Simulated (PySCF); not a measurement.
# NMR data sheet: 1-ethylpyrrole

* Formula: C6H9N
* SMILES: CCn1cccc1
* Point group of the computed structure: Cs
* Degrees of unsaturation: 3
* Carbon signals: 4
* Proton signals: 4

Bonds (- single, = double, # triple, : aromatic): C1-C2, C2-N3, N3:C4, C4:C5, C5:C6, C6:C7, C7:N3. C1 carries H8, H9, H10; C2 carries H11, H12; C4 carries H13; C5 carries H14; C6 carries H15; C7 carries H16.

Computed data (PySCF): GFN2-xTB structure, PBE0/pcSseg-1 with gauge-including orbitals, J couplings at B3LYP/pcJ-1 (spin–dipole term only in couplings to heteroatoms). No solvent, non-relativistic Hamiltonian, a single conformation, fast rotation and ring inversion assumed for equivalent nuclei.

Scale: TMS for ¹H (σref 31.72), ¹³C (σref 186.93); ¹⁵N (σref 267.73) vs NH3 (reference shieldings calculated alike).

```tsv
carbon	δC, type	δH (multiplicity, J in Hz)	HMBC from (abs. J ≥ 3 Hz)	span of the C tensor (ppm)
C1	22.2, CH3	1.35 (t, 7.5)	–	38
C2	47.6, CH2	3.92 (q, 7.5)	H8/H9/H10	52
C4/C7	122.2, CH	6.57 (m)	H13/H16, H14/H15, H11/H12	139
C5/C6	114.6, CH	6.38 (m)	H13/H16, H14/H15	170
```

Other nuclei:
```json
{"atoms": "N3", "nucleus": "¹⁵N", "environment": "pyrrole-type ring nitrogen", "δ (ppm)": "191.4", "σ (ppm)": "76.3"}
```

Selected couplings (Hz, signed; the shortest-range and largest first, 30 at most; isotopes ¹³C, ¹H, ¹⁵N): ¹J(C4,H13) 185.4, ¹J(C5,H14) 175.4, ¹J(C2,H11) 142.7, ¹J(C1,H8) 133.7, ¹J(C4,C5) 74.4, ¹J(C1,C2) 35.0, ¹J(N3,C4) -16.4, ¹J(C2,N3) -13.5, ²J(N3,C5) -4.9, ²J(N3,H13) -4.3, ²J(C2,C4) 2.6, ²J(C4,C6) 2.4, ³J(H8,H11) 7.5, ³J(N3,H14) -5.4, ³J(H13,H14) 3.4, ³J(N3,H8) -2.9, ³J(C2,C5) 2.8, ⁴J(H13,H15) 1.3.

- Carbon types of the structure: 4 × CH, 1 × CH2, 1 × CH3, which accounts for all hydrogens.
- δC 122.2: aromatic CH next to a ring nitrogen.
- δC 114.6: aromatic CH.
- δC 47.6: sp3 CH2 bonded to N; deshielded by the electronegative neighbour.
- δH 6.57: hydrogen on an aromatic CH next to a ring nitrogen; aromatic region.
- δH 6.38: hydrogen on an aromatic CH; it sits in the deshielding region of the aromatic ring current.
- The protons at 1.35 and 3.92 share a coupling of 7.5 Hz (vicinal).

Splittings below 1 Hz are ignored in the labels, and close J values are merged. Couplings among chemically equivalent protons are left out too, so labels in AA′BB′ or AA′XX′ sets are apparent multiplicities. Unscaled 3J(H,H) at this level run about 10 % above measured values. Shifts are as computed. Against solution values, carbons near 30 ppm lie about +3 ppm off and those near 130 ppm about +5 ppm. Of 1211 compounds with measured shifts, 218 miss one by over three times the rms of a fit or turn the order of signals round; such compounds aren't used in these exercises. Experimental scales use liquid or dissolved standards, which lie at an offset from isolated NH3 (liquid NH3: subtract about 20 ppm). Unscaled 15N shifts of sp2 nitrogen come out 20 to 40 ppm too high even then.
